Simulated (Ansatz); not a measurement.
`F[SiH](S)S` → H–F + `S[Si]S`  (silylene formation by 1,1-elimination)

Program: Ansatz. Geometries: PBE0-D4/def2-TZVP. ΔE: electronic, gas phase. CBS: MP2 limit from def2 TZ/QZ plus the TZ coupled-cluster correction, frozen cores. This one scheme is used for every species. Functionals use def2-TZVPP. B3LYP here is the variant with VWN-RPA as its local correlation; programs differ in this. HSE06 is defined as in plane-wave codes. One conformer a species, not always the lowest.

`F[SiH](S)S`:

```xyz
7

F    -0.508    1.093   -1.237
Si   -0.068   -0.031   -0.192
S    -1.261   -0.054    1.552
S     1.883    0.407    0.499
H    -0.194   -1.309   -0.922
H    -2.161   -0.898    1.018
H     2.308    0.793   -0.718
```

H–F:

Cartesian coordinates in Å:
```
F 0.297 -0.144 0.321
H -0.297 0.144 -0.321
```

`S[Si]S`:

```xyz
5

S     0.281    1.279   -0.109
Si    0.503   -0.571    0.945
S    -0.726   -1.791   -0.321
H     1.065    1.979    0.729
H    -1.123   -0.896   -1.244
```

Q: Is it downhill or uphill in electronic energy at CCSD(T)/CBS, and by how much? (Best estimate.)

A: The calculation gave: Uphill: ΔE = +262.5 kJ/mol.

Q: What do these levels give: revPBE-D4, B3LYP-D4, HSE06-D4, r2SCAN, HSE06, CAM-B3LYP, RPA@PBE/def2-TZVPP, CCSD/def2-SVP, HF/def2-QZVPP, SCS-MP2/def2-QZVPP, HF/CBS(def2), CCSD/CBS(def2)? (Estimate.)

A: Ansatz gave: revPBE-D4 238.0, B3LYP-D4 255.8, HSE06-D4 260.2, r2SCAN 274.5, HSE06 257.2, CAM-B3LYP 272.0, RPA@PBE/def2-TZVPP 246.2, CCSD/def2-SVP 248.5, HF/def2-QZVPP 282.0, SCS-MP2/def2-QZVPP 273.0, HF/CBS(def2) 282.3, CCSD/CBS(def2) 266.6 kJ/mol.

Q: What do rigid-rotor, harmonic-oscillator terms from PBE0-D4/def2-TZVP frequencies (298.15 K, 1 bar) make of the CCSD(T)/CBS value? (An estimate is asked.)

A: The calculation gave: ΔZPE = -5.4 kJ/mol, ΔH = +261.6 kJ/mol, ΔS = 138 J/(mol·K), ΔG = +220.4 kJ/mol.

Largest T1 diagnostic among the species: 0.015.

The D4 term adds +5.9 kJ/mol with B3LYP and +3.2 kJ/mol with PBE0; it sums over pairs of atoms, weighted by their polarisabilities, and B3LYP, whose exchange is more repulsive, gets the larger term. Leaving LDA and LC-ωPBE aside and taking each functional with its dispersion term where it has one, the values, not all of them listed here, spread over 43.4 kJ/mol, from revPBE-D4 to ωB97X-V. LDA lies +27.6 kJ/mol from PBE without D4. At CCSD(T), def2-SVP lies −17.1 kJ/mol from the extrapolated value and def2-TZVPP −3.0 kJ/mol.
